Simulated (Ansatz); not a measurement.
Ansatz (a first-principles code) input (B3LYP-D3(BJ)/def2-TZVP):

Ansatz 0.2 input:
```yaml
crystal:
  periodic: [false, false, false]
  atoms:
    - {symbol: Si, position_ang: [0.06154114, 0.03291738, 0.40837316]}
    - {symbol: O, position_ang: [0.76999323, 1.44065862, 0.03677218]}
    - {symbol: C, position_ang: [0.14295397, 2.68734727, -0.10098297]}
    - {symbol: O, position_ang: [-1.11072318, -0.19146050, -0.70524523]}
    - {symbol: C, position_ang: [-1.99589223, -1.27166219, -0.80565243]}
    - {symbol: O, position_ang: [1.22477774, -1.10882467, 0.37581014]}
    - {symbol: C, position_ang: [2.15959781, -1.34831050, -0.64485964]}
    - {symbol: N, position_ang: [-0.62471435, 0.04864968, 1.99400967]}
    - {symbol: H, position_ang: [-0.64151025, 2.64120258, -0.85724547]}
    - {symbol: H, position_ang: [0.90511909, 3.40640046, -0.40352524]}
    - {symbol: H, position_ang: [-0.29973779, 2.99792343, 0.84694837]}
    - {symbol: H, position_ang: [-2.45639030, -1.23381216, -1.79403139]}
    - {symbol: H, position_ang: [-1.47375602, -2.22386948, -0.68460643]}
    - {symbol: H, position_ang: [-2.77412906, -1.19802033, -0.04206900]}
    - {symbol: H, position_ang: [2.80461326, -2.16321693, -0.31350739]}
    - {symbol: H, position_ang: [2.75864208, -0.45564595, -0.82938943]}
    - {symbol: H, position_ang: [1.65722653, -1.63339581, -1.57223682]}
    - {symbol: H, position_ang: [-0.00474470, 0.28175643, 2.75302461]}
    - {symbol: H, position_ang: [-1.18483464, -0.74356957, 2.26406117]}
basis:
  gaussian:
    orbitals: def2-TZVP
hamiltonian:
  xc: b3lyp
  dispersion: d3bj
relax: {f_tol: 0.002, max_steps: 150}
```

End of the output:

```
relax step  32: F+E_penalty+E_count = -18809.77550075 eV  Δ(F+E_penalty+E_count) = -3.041e-6 eV  max|allowed force component| = 3.036e-3 eV/Å  Δτ_max = 0.0058 Å  (32 SCF iters, accepted)
these checks for a lower state are left out or cut short: starts, cluster_reference, orbital_swaps, neighbouring_geometries, increment
integrals: 0.38 GiB planned
1893 factors; their error is unknown
mean field: 2.93 GiB planned
mean field -18809.05723991 eV, -691.2201043298 hartree, gradient 2.4e-5 eV, S^2 0.000000; 0 other end points of the search recorded, 0 dependent functions left out
the calculation of the forces begins
reference -18809.05760620 eV, -691.2201177907 hartree; 37, 37 occupied and 283, 283 virtual orbitals, 1893 factors
relax step  33: F+E_penalty+E_count = -18809.77550244 eV  Δ(F+E_penalty+E_count) = -1.689e-6 eV  max|allowed force component| = 1.427e-3 eV/Å  Δτ_max = 0.0040 Å  (32 SCF iters, accepted)
these checks for a lower state are left out or cut short: starts, cluster_reference, orbital_swaps, neighbouring_geometries, increment
integrals: 0.38 GiB planned
1893 factors; their error is unknown
mean field: 2.93 GiB planned
mean field -18809.05725581 eV, -691.2201049142 hartree, gradient 2.4e-5 eV, S^2 0.000000; 0 other end points of the search recorded, 0 dependent functions left out
the calculation of the forces begins
reference -18809.05762212 eV, -691.2201183756 hartree; 37, 37 occupied and 283, 283 virtual orbitals, 1893 factors
relax step  34: F+E_penalty+E_count = -18809.77550288 eV  Δ(F+E_penalty+E_count) = -4.402e-7 eV  max|allowed force component| = 6.921e-4 eV/Å  Δτ_max = 0.0029 Å  (32 SCF iters, accepted)
integrals: 0.38 GiB planned
1893 factors; their error is unknown
mean field: 2.93 GiB planned
mean field evaluation 256: about -18809.0573 eV, gradient 2.4e-5 eV
mean field -18809.05725581 eV, -691.2201049142 hartree, gradient 2.4e-5 eV, S^2 0.000000; 1 other end points of the search recorded, 0 dependent functions left out
the calculation of the forces begins
reference -18809.05762212 eV, -691.2201183756 hartree; 37, 37 occupied and 283, 283 virtual orbitals, 1893 factors
Total energy: -18809.77586918 eV, -691.2465134683 hartree
Atom 0 at     0.063977    -0.031459     0.414534 Å, force    -0.000260    -0.000014    -0.000395 eV/Å
Atom 1 at     0.814834     1.365003     0.011729 Å, force    -0.000226     0.000166    -0.000046 eV/Å
Atom 2 at     0.159307     2.607271    -0.165781 Å, force     0.000107    -0.000187    -0.000005 eV/Å
Atom 3 at    -1.140998    -0.194933    -0.683715 Å, force     0.000648     0.000692     0.000317 eV/Å
Atom 4 at    -2.015221    -1.309500    -0.756624 Å, force    -0.000330    -0.000260     0.000006 eV/Å
Atom 5 at     1.207246    -1.191497     0.362093 Å, force     0.000264    -0.000237     0.000256 eV/Å
Atom 6 at     2.236691    -1.266310    -0.612970 Å, force    -0.000200     0.000160    -0.000028 eV/Å
Atom 7 at    -0.618521    -0.135669     1.969155 Å, force    -0.000012    -0.000028    -0.000224 eV/Å
Atom 8 at    -0.591276     2.546584    -0.958017 Å, force     0.000008     0.000019     0.000000 eV/Å
Atom 9 at     0.907343     3.350707    -0.441929 Å, force     0.000017     0.000047    -0.000029 eV/Å
Atom 10 at    -0.328433     2.932569     0.759200 Å, force     0.000025     0.000024    -0.000006 eV/Å
Atom 11 at    -2.834320    -1.055860    -1.430001 Å, force    -0.000280     0.000130    -0.000307 eV/Å
Atom 12 at    -1.494728    -2.186843    -1.150004 Å, force     0.000268    -0.000369    -0.000208 eV/Å
Atom 13 at    -2.425541    -1.561689     0.224945 Å, force    -0.000150    -0.000051     0.000419 eV/Å
Atom 14 at     2.907096    -2.078247    -0.331226 Å, force     0.000051    -0.000031    -0.000002 eV/Å
Atom 15 at     2.801409    -0.333043    -0.661277 Å, force     0.000009    -0.000008     0.000003 eV/Å
Atom 16 at     1.824220    -1.478761    -1.603391 Å, force     0.000028    -0.000004     0.000017 eV/Å
Atom 17 at    -0.053215    -0.302356     2.784540 Å, force    -0.000040    -0.000006     0.000096 eV/Å
Atom 18 at    -1.501838     0.289101     2.194387 Å, force     0.000073    -0.000043     0.000135 eV/Å
Dipole moment:    -0.197910     0.076830     0.099700 e Å
```
